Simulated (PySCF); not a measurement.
Computed IR spectrum (relative IR intensity) of a molecule CH₃Cl₂NSi₂. The structure is a stationary point at r2SCAN-D4/def2-SVP. The values are those of a single conformer. These are r2SCAN-D4/def2-SVP (PySCF) values and carry that method's errors. Frequencies are harmonic and unscaled.

Lines under 2 % of the strongest are left out, and lines within 2 cm⁻¹ are merged.

```
ν (cm⁻¹)  relative intensity
--------  ------------------
155                      2.6
180                      3.8
327                      4.1
449                       11
471                       23
566                      100
590                       59
656                      4.1
687                       17
741                      5.8
771                       69
889                       29
938                       68
1275                     7.5
1591                      26
2229                      55
2242                      47
3041                      23
```

Question: Which molecule gave these data?
A. Cl[Si]1(Cl)C=N[SiH2]1
B. Cl[Si]1(Cl)N=C[SiH2]1
C. Cl[Si@H]1C=N[Si@@H]1Cl

Answer: A, Cl[Si]1(Cl)C=N[SiH2]1
